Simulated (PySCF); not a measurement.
CH₃Cl₂NSi₂, SMILES Cl[Si]1(Cl)C=N[SiH2]1. Heavy atoms are numbered as in [Cl:1][Si:2]1([Cl:3])[CH:4]=[N:5][SiH2:6]1. Hydrogens are named by the atom that carries them.

Geometry optimised at r2SCAN-D4/def2-SVP. This is a generated structure with no PubChem entry under its InChIKey; it may be hypothetical.

Calculation: PySCF with PBE/pcSseg-1.

GIAO shieldings, no solvent; atoms alike by connectivity are averaged. δ = σ(ref) − σ: ³⁵Cl against HCl (σ = 936.5 ppm); ²⁹Si against TMS (σ = 335.4 ppm); ¹³C against TMS (σ = 182.0 ppm); ¹⁵N against NH3 (σ = 267.0 ppm); ¹H against TMS (σ = 31.49 ppm), references at their B3LYP-D3(BJ)/def2-TZVP geometries, non-relativistic (without spin–orbit terms, shifts of atoms bonded to Cl or Br come out too high).

```csv
nucleus,atoms,count,δ (ppm)
³⁵Cl,Cl1,2,148.8
²⁹Si,Si6 (SiH2),1,32.3
²⁹Si,Si2,1,29.8
¹³C,C4 (CH),1,221.8
¹⁵N,N5,1,513.5
¹H,H on C4,1,10.15
¹H,H on Si6,2,6.18
```
